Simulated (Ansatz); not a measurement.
Computed with Ansatz on PBE0-D4/def2-TZVP structures; ΔE is electronic, products minus reactants. CCSD(T)/CBS is the MP2 limit (def2-TZVPP, def2-QZVPP) plus CCSD(T) − MP2 in def2-TZVPP, frozen cores. DFT in def2-TZVPP. B3LYP here is the variant with VWN-RPA as its local correlation; programs differ in this. Elements past krypton have def2 core potentials. For Ge, Sn outer-core shells are correlated without core-valence functions, which leaves a few kJ/mol of doubt a bond. Scalar relativity is left out up to krypton. One conformer a species, not always the lowest.

`CC#[C][SnH3]` + `[OH][GeH3]` → `CC#[C][GeH2][OH]` + `[SnH4]`  (formal exchange of groups at a C–Sn bond)

| level | ΔE (kJ/mol) | difference from CCSD(T)/CBS |
| --- | --- | --- |
| PBE-D4 | -11.5 | -5.7 |
| r2SCAN-D4 | -12.0 | -6.2 |
| PBE0-D4 | -11.3 | -5.5 |
| B3LYP-D4 | -10.4 | -4.6 |
| ωB97X-V | -9.2 | -3.4 |
| ωB97M-V | -9.8 | -4.0 |
| B2PLYP | -9.0 | -3.2 |
| PBE | -11.0 | -5.2 |
| r2SCAN | -11.8 | -6.0 |
| B3LYP | -9.8 | -4.0 |
| CCSD/def2-TZVPP | -9.2 | -3.4 |
| CCSD(T)/def2-TZVPP | -9.0 | -3.2 |
| HF/def2-QZVPP | -7.2 | -1.4 |
| MP2/def2-QZVPP | -5.5 | 0.3 |
| SCS-MP2/def2-QZVPP | -4.9 | 0.9 |
| MP2/CBS(def2) | -4.6 | 1.2 |
| CCSD(T)/CBS | -5.8 | 0 |

Largest T1 diagnostic among the species: 0.013.
